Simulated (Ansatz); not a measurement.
```yaml
crystal:
  periodic: [false, false, false]
  atoms:
    - {symbol: C, position_ang: [-0.156717, -1.200120, 1.027612]}
    - {symbol: S, position_ang: [1.534123, -0.514788, 0.119315]}
    - {symbol: Ge, position_ang: [0.434050, 1.154762, -0.937613]}
    - {symbol: F, position_ang: [-1.008333, 0.099875, -2.037538]}
    - {symbol: F, position_ang: [1.034827, 2.162896, -2.036879]}
    - {symbol: F, position_ang: [-0.752373, 2.198728, -0.022963]}
    - {symbol: H, position_ang: [0.422500, -2.192340, 1.666504]}
    - {symbol: H, position_ang: [-0.741678, -1.677453, 0.181954]}
    - {symbol: H, position_ang: [-0.806652, -0.262857, 1.975317]}
basis:
  gaussian: {orbitals: cc-pVDZ}
magnetization: {spin_polarized: true, initial_magnetization: 8}
hamiltonian: {xc: {name: PBE0-DH}}
output: {forces: true}
```

```sh
$ ansatz run in.yaml --threads 4 --pin off --events-out ev --progress --plain --max-ram 11315MiB
```

It prints (some lines left out):

```
Functional definition: PBE0-DH
1177 factors; integrals over basis functions are off by at most 8.8e-4 eV
mean field evaluation 1: about -76529.9353 eV, gradient 3.5e1 eV
mean field evaluation 2: about -76530.0192 eV, gradient 3.5e1 eV
mean field evaluation 4: about -76534.6618 eV, gradient 2.4e1 eV
mean field evaluation 8: about -76537.6099 eV, gradient 1.1e0 eV
mean field evaluation 16: about -76537.7638 eV, gradient 1.4e-1 eV
mean field evaluation 32: about -76537.8070 eV, gradient 6.4e-4 eV
mean field -76537.80699462 eV, -2812.7125278632 hartree, gradient 1.9e-7 eV, S^2 20.015403; 8 other end points of the search recorded, 0 dependent functions left out
18 core orbitals not correlated: weight in the atoms' cores, before any rotation towards them, 1.000 or more for the frozen orbitals, at most 0.000 for the correlated occupied ones
reference -76537.80701501 eV, -2812.7125286129 hartree; 28, 20 occupied and 70, 78 virtual orbitals, 1177 factors
second order -27.65511602 eV of doubles, -0.00000000 eV of singles
Total energy: -76541.26390452 eV, -2812.8395669589 hartree
Atom 0 at    -0.156717    -1.200120     1.027612 Å, force    -2.917305   -10.433070    -0.727301 eV/Å
Atom 1 at     1.534123    -0.514788     0.119315 Å, force     8.203501    -1.966992    -0.899060 eV/Å
Atom 2 at     0.434050     1.154762    -0.937613 Å, force    -0.851091     2.262551     6.460825 eV/Å
Atom 3 at    -1.008333     0.099875    -2.037538 Å, force    -3.142351    -1.479628    -2.164363 eV/Å
Atom 4 at     1.034827     2.162896    -2.036879 Å, force     2.255714     3.974307    -5.650789 eV/Å
Atom 5 at    -0.752373     2.198728    -0.022963 Å, force    -0.729861    -0.634523    -0.615796 eV/Å
Atom 6 at     0.422500    -2.192340     1.666504 Å, force    -0.824858     3.222258    -0.692468 eV/Å
Atom 7 at    -0.741678    -1.677453     0.181954 Å, force     0.392651     1.034847     0.027219 eV/Å
Atom 8 at    -0.806652    -0.262857     1.975317 Å, force    -2.386400     4.020251     4.261733 eV/Å
Dipole moment:     0.230707    -1.545406    -0.060557 e Å
```

In this input the spin is set far too high for this molecule. The calculation finished and met its thresholds. The result belongs to that input, not to the molecule as meant.
